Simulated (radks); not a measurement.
Task: Ho VI, configuration [Kr] 4d10 4f9 5s2 5p5. Calculated with a radial shooting solver on a logarithmic mesh with Libxc functionals: Dirac Kohn-Sham, BLYP, spin-unpolarised, spherical densities, finite nucleus; open shells fill j = l - 1/2 first; Fermi nuclear charge, rms radius 5.2022 fm. Some entries of the table are withheld. Estimate them.

| orbital | occ. | eigenvalue (eV) | <r> (bohr) | r(max) (bohr) |
|---|---|---|---|---|
| 1s1/2 | 2 | -55500.83 | 0.02074 | 0.01311 |
| 2s1/2 | 2 | -9338.515 | 0.08754 | 0.07480 |
| 2p1/2 | 2 | -8892.962 | (1) | 0.05624 |
| 2p3/2 | 4 | -8035.827 | (2) | 0.06236 |
| 3s1/2 | 2 | -2142.240 | 0.2295 | 0.2115 |
| 3p1/2 | 2 | -1947.027 | 0.2191 | 0.1990 |
| 3p3/2 | 4 | -1768.058 | 0.2327 | 0.2118 |
| 3d3/2 | 4 | -1432.792 | 0.2054 | (3) |
| 3d5/2 | 6 | -1393.695 | 0.2096 | (4) |
| 4s1/2 | 2 | -480.5590 | 0.5177 | (5) |
| 4p1/2 | 2 | -402.9323 | 0.5270 | 0.4863 |
| 4p3/2 | 4 | -362.4664 | 0.5576 | 0.5134 |
| 4d3/2 | 4 | -234.4098 | 0.5857 | 0.5167 |
| 4d5/2 | 6 | -227.0108 | 0.5963 | 0.5254 |
| 5s1/2 | 2 | -112.7140 | 1.211 | 1.106 |
| 5p1/2 | 2 | -89.8325 | 1.322 | 1.188 |
| 5p3/2 | 3 | -83.4619 | 1.399 | 1.258 |
| 4f5/2 | 6 | -72.6051 | 0.7307 | 0.5114 |
| 4f7/2 | 3 | -71.4743 | 0.7394 | 0.5161 |

Result: 
(1) 2p1/2 <r> (bohr): 0.07290
(2) 2p3/2 <r> (bohr): 0.08007
(3) 3d3/2 r(max) (bohr): 0.1675
(4) 3d5/2 r(max) (bohr): 0.1711
(5) 4s1/2 r(max) (bohr): 0.4838
